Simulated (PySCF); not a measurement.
## [NdF3(H2O)]− at several levels of theory

Computed with PySCF 2.14.0 (density fitting, no spin-orbit coupling) at the geometry relaxed with PBE0:

```xyz
7
[NdF3(H2O)]− (singlet in the valence; each metal's 4f electrons, 4 of them, lie in its core potential, out of spins and levels)
Nd    0.1468    0.1352    0.2112
F     1.5536    1.0479    1.7054
F    -2.1873   -0.1308    0.6425
F     0.9606   -1.3641   -1.2410
O    -1.8547    1.2416   -1.3474
H    -2.2145    0.6934   -0.5563
H    -1.9429    0.6462   -2.0988
```

| level | basis | state | HOMO (eV) | gap (eV) | charge on Nd1 (e) | population of f-type functions on Nd1 (polarisation alone where 4f lies in the core) | dipole about the centre of mass (D) | largest force component (eV/Å) |
| --- | --- | --- | --- | --- | --- | --- | --- | --- |
| PBE0 | Nd lcecp-0-SVP with ECP50, F def2-SVP, O def2-SVP, H def2-SVP | singlet | – | – | 0.75 | 0.05 | 1.76 | 0.02 |
| BLYP | the same | singlet | – | – | 0.49 | 0.05 | 1.74 | 0.85 |
| PBE | the same | singlet | – | – | 0.51 | 0.05 | 1.72 | 0.76 |

In the lcecp rows the 4f levels are missing from HOMO and gap, and the state counts the valence alone.

Charges are Mulliken's, which hang on the basis. The relaxation used the grid (50, 194), these runs (75, 302) or, all-electron (x2c bases, spin-free X2C Hamiltonian), (99, 590).

Problem. What does PBE0 with Nd lcecp-0-TZVP with ECP50, F def2-TZVP, O def2-TZVP, H def2-TZVP give here?

Solution. state singlet, charge on Nd1 (e) 1.14, population of f-type functions on Nd1 (polarisation alone where 4f lies in the core) 0.06, dipole about the centre of mass (D) 1.70, largest force component (eV/Å) 0.29. Time: 15 s on 2 threads of Arm Neoverse V1 (shared host), from free ions and atoms.

An lcecp potential fixes the number of 4f electrons, so in runs with it no electron can move into or out of that shell; real Nd(II) is rare or takes another configuration.
